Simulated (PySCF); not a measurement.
```xyz
4
charge 0 multiplicity 1, angstrom
Tl   -0.0045    0.0000    0.1432
S    -0.0108    0.0000   -2.0706
O     0.1265    0.0000    2.1419
H    -0.7538    0.0000    2.5325
```

Method: PySCF, PBE0, basis Tl def2-TZVP with ECP60, S def2-TZVP, O def2-TZVP, H def2-TZVP (scalar-relativistic core potentials, no spin–orbit coupling, density fitting).

This geometry of TlS(OH) is a stationary point at this level.

(1) What is the point group?

(2) Is it a minimum?

(3) List the harmonic modes with their infrared intensities.

(4) What are the dipole moment and the gap between the highest occupied and lowest empty levels?

## Answers

(1) Cs.

(2) Yes: all harmonic wavenumbers are real.

(3) 
```tsv
symmetry	ω (cm⁻¹)	IR (km/mol)
a'	125	6.8
a''	127	0.0
a'	437	2.7
a'	600	110
a'	903	51.2
a'	3854	106
```

(4) 3.33 D and 4.60 eV.

This need not be the most stable arrangement of these atoms. With an element this heavy the missing spin–orbit coupling can shift these numbers.
